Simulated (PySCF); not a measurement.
**Electronic structure of Cr¹⁵⁺ (chromium, charge +15) at the LDA level**

Configuration: [He] 2s2 2p5, 2P determinant. Calculation: PySCF 2.14, in an even-tempered Gaussian basis (18 s from 2.4 bohr⁻², ratio 2.2; 11 p from 3.1 bohr⁻², ratio 2.2; 6 d from 18 bohr⁻², ratio 2.4; 5 f from 27 bohr⁻², ratio 2.4; 5 g from 40 bohr⁻², ratio 2.4); the non-relativistic Hamiltonian (point nucleus).

```
Total energy                                                  : -918.095 hartree
One-electron energy                                           : -1068.276 hartree
Hartree (Coulomb) energy                                      : 182.022 hartree
Exchange-correlation energy                                   : -31.840 hartree
Kinetic energy                                                : 917.38997 hartree
⟨S²⟩                                                          : 0.7501
⟨L²⟩                                                          : 2.000
Sum of ⟨r⟩                                                    : 1.954 bohr
Sum of ⟨r²⟩                                                   : 0.5867 bohr²
Traceless quadrupole moment −½Σ⟨3z² − r²⟩ along its main axis : 0.0301 e·bohr²
Density at the nucleus (Gaussians lack the cusp)              : 9130 bohr⁻³
Spin density at the nucleus                                   : -1.03 bohr⁻³
```

```
shell  electrons  mean orbital energy (eV)  spread (eV)  rms radius, mean of both spins (bohr)
 1s α          1                   -6372.2            0                                 0.0743
 1s β          1                   -6367.7            0                                 0.0743
 2s α          1                   -1146.9            0                                  0.311
 2s β          1                   -1140.1            0                                  0.311
 2p α          3                   -1060.3       10.853                                  0.276
 2p β          2                   -1052.2            0                                  0.276
```
